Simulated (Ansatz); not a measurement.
`[CH3][Ga]([SH])[Br]` at its PBE0-D4/def2-TZVP geometry, where that method's forces vanish. Total charge 0; spin multiplicity 1.

```xyz
8

C     0.6782    0.0893   -1.2687
Ga   -0.1186   -0.0896    0.5011
S    -2.1613    0.5108    1.0334
Br    1.1063   -0.9904    2.2286
H     0.9848   -0.8939   -1.6299
H    -0.0264    0.5303   -1.9737
H     1.5677    0.7184   -1.2041
H    -2.0307    0.1251    2.3134
```

Question: What forces (eV/Å) does r2SCAN-D4/def2-TZVPP give on these atoms in the Gaussian-basis code of Ansatz? (An estimate is asked.)

Answer: The calculation gave: 
```
C1  -0.013  0.003  0.009
Ga2  0.011 -0.002 -0.009
S3  -0.001  0.006 -0.020
Br4  0.002  0.002 -0.009
H5  -0.004  0.021  0.009
H6   0.017 -0.010  0.014
H7  -0.017 -0.016 -0.001
H8   0.005 -0.004  0.008
```
